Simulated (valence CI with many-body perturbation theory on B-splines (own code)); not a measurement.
# Pb⁷⁶⁺: what the settings do

Computed by relativistic CI+MBPT: four valence electrons over a frozen Dirac-Fock core [He], radial functions for each j: 6 s, 6 p, 5 d, 3 f, 1 g, with the one-electron correlation potential Σ1 (screened to all orders), the two-electron term Σ2, the three-electron term Σ3, Breit, model QED; selected single and double excitations, second order for the rest, scaled by the run's own slope (own B-spline code, finite nucleus).

The last digits are not significant, and no measured levels were compared; by estimate large intervals hold to a few tenths of a per cent, small ones and those within an open d or f shell to about a per cent.

The reference run has the lowest level (2s^2 2p1/2^2) J=0 and an ionisation energy of 23463.8 eV. Its largest variational space holds 7433 state functions.

Levels are named by their leading jj configuration (3d3/2^4 stands for four electrons in 3d with j = 3/2), which in mixed levels can hold well under half, so a name can repeat and another be missing. Letters in brackets count levels of one name in rising energy.

Changed runs:
A. core polarisation of operators on → off
B. QED terms on → off
C. screening of Σ1 on → off
D. start configuration 2s2 2p2 → 2s2 2p3 (bad on purpose)

Excitation energies of the reference run in eV, and shifts in cm⁻¹:

```
                     Level  Reference  A        B        C
    (2s^2 2p1/2 2p3/2) J=1     2285.3  0   -19019     -0.3
    (2s^2 2p1/2 2p3/2) J=2     2303.4  0   -19035     -0.3
    (2s 2p1/2^2 2p3/2) J=2     2645.2  0  +193498     -0.3
    (2s 2p1/2^2 2p3/2) J=1     2746.4  0  +194113     -0.3
        (2s^2 2p3/2^2) J=2     4621.2  0   -35090     -0.6
        (2s^2 2p3/2^2) J=0     4694.5  0   -34826     -0.6
(2s 2p1/2 2p3/2^2) J=2 [a]     4898.6  0  +174995     -0.6
    (2s 2p1/2 2p3/2^2) J=3     4944.9  0  +175031     -0.6
    (2s 2p1/2 2p3/2^2) J=0     5021.7  0  +175416     -0.6
(2s 2p1/2 2p3/2^2) J=1 [a]     5047.7  0  +175800     -0.6
(2s 2p1/2 2p3/2^2) J=2 [b]     5055.4  0  +175762     -0.6
(2s 2p1/2 2p3/2^2) J=1 [b]     5060.9  0  +175531     -0.6
    Ionisation energy (eV)    23463.8  0     +1.6  -0.0009
```

No effect on these energies: A.

Run D: It gave no result: the electrons of core and valence do not add up to the charge. The program said: "core and valence hold 7 electrons, the ion has 6".
